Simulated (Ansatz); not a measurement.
CuI2⁻, relaxed as a triplet with UKS r2SCAN-D4/def2-TZVPD in Ansatz, starting from the r2SCAN-D4/def2-TZVPD geometry of the charge -1 singlet. Force threshold 0.02 eV/Å.

In the def2 sets I takes a core potential; there is no spin–orbit coupling. The highest occupied level of the charge -1 triplet lies above zero (up to 0.39 eV). It is a level of α spin, whose loss leaves a doublet; that state wasn't run at this geometry and level. The electron is either unbound and held by the finite basis, or the level is raised by self-interaction error. The relaxation made no stability test and no search for a lower SCF solution. At r2SCAN-D4/def2-TZVPD a singlet of charge -1 lies 2.89 eV below the triplet, each at its own geometry. The structure comes from a short search, and lower isomers may exist.

Start:

```csv
atom,x (Å),y (Å),z (Å)
Cu1,0.000,0.000,0.000
I2,1.085,-0.789,-2.025
I3,-1.085,0.788,2.025
```

```json
{"step": "1", "energy (eV)": "-60851.4060", "largest force component (eV/Å)": "0.909", "SCF passes": "28"}
{"step": "2", "energy (eV)": "-60851.6044", "largest force component (eV/Å)": "0.503", "SCF passes": "37"}
{"step": "3", "energy (eV)": "-60851.7062", "largest force component (eV/Å)": "0.046", "SCF passes": "31"}
{"step": "4", "energy (eV)": "-60851.7077", "largest force component (eV/Å)": "0.033", "SCF passes": "28"}
{"step": "5", "energy (eV)": "-60851.7282", "largest force component (eV/Å)": "0.272", "SCF passes": "38"}
{"step": "6", "energy (eV)": "-60851.7966", "largest force component (eV/Å)": "0.400", "SCF passes": "39"}
{"step": "7", "energy (eV)": "-60851.9170", "largest force component (eV/Å)": "0.486", "SCF passes": "38"}
{"step": "8", "energy (eV)": "-60852.1257", "largest force component (eV/Å)": "0.479", "SCF passes": "37"}
{"step": "9", "energy (eV)": "-60852.3175", "largest force component (eV/Å)": "0.432", "SCF passes": "32"}
{"step": "10", "energy (eV)": "-60852.4707", "largest force component (eV/Å)": "0.248", "SCF passes": "28"}
{"step": "11", "energy (eV)": "-60852.5593", "largest force component (eV/Å)": "0.080", "SCF passes": "29"}
{"step": "12", "energy (eV)": "-60852.5658", "largest force component (eV/Å)": "0.077", "SCF passes": "26"}
{"step": "13", "energy (eV)": "-60852.5681", "largest force component (eV/Å)": "0.005", "SCF passes": "24"}
```

Force components are those of the run's own axes.

End:

Cartesian coordinates in Å:
```
Cu -0.152 1.033 -0.484
I 0.931 -1.137 -1.353
I -0.779 0.105 1.837
```

By distances, no bond broke or formed. The bond that changes most is Cu1–I3, from 2.43 to 2.58 Å (atoms count from 1).

No frequencies were taken in this run, so the end may be a saddle point.

Hardware: 4 threads of Arm Neoverse V2 on a shared host. Wall time 49 s.
